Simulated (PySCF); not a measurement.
Worked example: oscillator strength and radiative lifetime

1,1,2,2-tetrafluoroethane (C2H2F4), SMILES FC(F)C(F)F.

The structure is a stationary point at B3LYP-D3(BJ)/def2-SVP. One conformer was computed; it need not be the lowest.

TDDFT-PBE/def2-SVPD (PySCF) puts the first singlet state with f over 0.02 at 8.50 eV (vertical), with the transition dipole (0.098, 0.463, 0.000) in atomic units.

Task: Find the oscillator strength, the wavelength and the radiative lifetime that this transition would have in vacuum if emission retraced absorption.

Result: 
|μ|² = 0.2240 au, so |μ| = 1.20 D. ΔE = 8.50/27.211 = 0.3124 hartree. f = (2/3) ΔE |μ|² = 0.047 (the program prints 0.047).
λ = 1239.84/8.50 = 146 nm; ν = 68557 cm⁻¹.
Einstein's coefficient A = 0.6670 ν² f s⁻¹ (ν in cm⁻¹) = 1.5e8 s⁻¹, so τ = 1/A = 6.8 ns. This state is S2; the lower singlet has f = 0.000. The figure is the radiative limit of this one transition; relaxation, internal conversion, crossing to triplets and a medium change what is measured.
